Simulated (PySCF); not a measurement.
## Finite-field polarisability of Kr (krypton, neutral)

[Kr], closed-shell 1S. Computed with PySCF 2.14 in aug-cc-pVTZ-PP with one added diffuse shell each of s, d, f type with ECP10MDF (7s5p5d3f, 68 functions), with a scalar-relativistic core potential. Frozen: 3s2 3p6 3d10. Energy changes in a uniform field (μhartree):

```tsv
axis	F (au)	HF	MP2	CCSD	CCSD(T)
x	0.0035	-100.565	-104.375	-104.093	-104.853
x	0.007	-402.411	-417.686	-416.553	-419.601
```

(1) Derive α along x at CCSD(T) from the two fields.

(2) And the mean polarisability at each level?

The same two fields give the second hyperpolarisability, to two digits from the fit; its basis error is larger: HF 2000, MP2 2500, CCSD 2400, CCSD(T) 2500 au.

## Answers

(1) With ΔE = −αF²/2 − γF⁴/24, α = −(16 ΔE(F) − ΔE(2F))/(6F²) = 17.12 bohr³.

(2) HF 16.42, MP2 17.04, CCSD 16.99, CCSD(T) 17.12 bohr³. Reference: 16.78 ± 0.02 bohr³ (recommended; Schwerdtfeger and Nagle, table of static dipole polarizabilities (2023 update)).
